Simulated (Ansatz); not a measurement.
Total energies of (F)3Ti-O-SiH3 (TiSiOF3H3) from Ansatz at PBE0-D4/def2-TZVP, gas phase (1 Eh = 27.2114 eV = 2625.5 kJ/mol). The reference geometry is relaxed at r2SCAN-D4/def2-SVP.

Cartesian coordinates in Å:
```
Ti 1.642 0.400 0.016
F 2.168 0.773 -1.604
F 2.564 -0.949 0.623
F 1.907 1.786 1.040
O -0.073 -0.010 0.003
Si -1.702 -0.414 -0.015
H -2.417 0.429 0.984
H -2.244 -0.161 -1.379
H -1.844 -1.855 0.333
```

| state | geometry | energy (Eh) |
| --- | --- | --- |
| charge 0 singlet | reference | -1515.32989 |
| charge 1 doublet | reference | -1514.89798 |
| free Ti atom (triplet) | – | -849.14317 |
| free F atom (doublet) | – | -99.67617 |
| free O atom (triplet) | – | -75.01860 |
| free Si atom (triplet) | – | -289.24943 |
| free H atom (doublet) | – | -0.50104 |

Problem. Work out the vertical ionisation energy to the doublet.

Solution. E(charge 1 doublet) − E(charge 0 singlet) = -1514.89798 − (-1515.32989) = 0.43191 Eh = 11.75 eV. For comparison, −ε of the highest occupied level is 9.67 eV at this level, 2.08 eV less.

Problem. What is the binding energy per atom against free atoms?

Solution. Atoms: 1 × (-849.14317) + 3 × (-99.67617) + 1 × (-75.01860) + 1 × (-289.24943) + 3 × (-0.50104) = -1513.94283 Eh. Binding: -1513.94283 − (-1515.32989) = 1.38706 Eh = 37.74 eV, or 4.19 eV for each of 9 atoms (no zero-point energy, no counterpoise term).
